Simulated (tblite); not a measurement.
C6H5F2O2 (doublet state).
Atom-mapped SMILES: `[C:1]#[C:2][C@@H:3]1[CH2:4][O:5][C@H:6]([F:7])[O:8][C@@H:9]1[F:10]` (hydrogens: H11 on C3; H12, H13 on C4; H14 on C6; H15 on C9)

Structure optimised with GFN2-xTB, isolated species. This method treats the open shell by occupation alone, without spin polarisation.

(1) List the bond lengths, angles and torsions at this level.

## Answers

(1) 
```
  bond  length (Å)   order
 C1≡C2       1.194  triple
 C2–C3       1.460  single
 C3–C4       1.533  single
 C4–O5       1.427  single
 O5–C6       1.358  single
 C6–F7       1.376  single
 C6–O8       1.382  single
 O8–C9       1.394  single
C9–F10       1.368  single
 C3–C9       1.538  single
C3–H11       1.096  single
C4–H12       1.090  single
C4–H13       1.096  single
C6–H14       1.098  single
C9–H15       1.097  single
```

Orders are formal, as drawn. A selection of angles:
```
    angle  degrees
 C1–C2–C3    176.9
 C2–C3–C4    111.8
 C2–C3–C9    111.4
 C4–C3–C9    106.8
 C3–C4–O5    108.2
 C4–O5–C6    112.8
 O5–C6–F7    109.6
 O5–C6–O8    115.4
 F7–C6–O8    109.3
 C6–O8–C9    115.9
O8–C9–F10    110.2
 C3–C9–O8    111.1
C3–C9–F10    109.6
```

Dihedral angles: C2–C3–C4–O5 -179° (antiperiplanar); C3–C4–O5–C6 60° (synclinal); C4–O5–C6–F7 69° (synclinal); O5–C6–O8–C9 50° (synclinal); C6–O8–C9–F10 73° (synclinal); C2–C3–C9–O8 174° (antiperiplanar).

The 6-membered ring C3–C4–O5–C6–O8–C9 has internal angles of 106.8° to 115.9° (sum 670°, against 720° for a flat polygon); it is puckered, 0.22 Å rms from its mean plane, widest ring torsion 60°. O8 (oxygen bonded to 2 C) is bent (angle 115.9°). The 4 C–O bonds span 1.358 Å (O5–C6, drawn single) to 1.427 Å (C4–O5, drawn single), a spread of 0.069 Å. Of the pairs four or more bonds apart, F7···F10 is among the closest relative to their van der Waals radii: 2.75 Å, 94 % of the sum of Bondi's values. The 4 C–C bonds span 1.194 Å (C1≡C2, drawn triple) to 1.538 Å (C3–C9, drawn single), a spread of 0.344 Å.

Point group: C1 (no symmetry element, even within 0.4 Å). Its GFN2-xTB frequencies are all real (lowest 72 cm⁻¹). 3 starts were optimised and ended at 0.00, 0.00 and 7.87 kcal/mol (GFN2-xTB); the lowest of these is shown.

One conformer stands for the species.

The numbers are calculated, not measured.
